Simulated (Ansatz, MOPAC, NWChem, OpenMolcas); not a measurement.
[AlF4]− (fluoroaluminate): the zero-point energy at each level's own minimum, rung by rung

[AlF4]−, singlet, SMILES `[F][Al-]([F])([F])[F]`. Each level relaxes the structure for itself.

Quantity: the zero-point energy at each level's own minimum, in kJ/mol. The values are calculated.

```csv
level,kind,program,value (kJ/mol)
MNDOD,semi-empirical,MOPAC,25.8
PM6-D3,semi-empirical,MOPAC,27.9
PM6-DH+,semi-empirical,MOPAC,27.8
PM7,semi-empirical,MOPAC,27.2
HF/3-21G,Hartree–Fock,OpenMolcas,30.1
HF/6-31G* (Cartesian functions),Hartree–Fock,OpenMolcas,28.1
BP86-D3(BJ)/def2-SVP,GGA,NWChem,26.0
B3LYP/def2-SVP,global hybrid,NWChem,26.7
PBE0-D4/def2-TZVPD,global hybrid,Ansatz,25.5
```

Harmonic and unscaled. Sets without diffuse functions describe the anion poorly. The values span 25.5 to 30.1 kJ/mol.
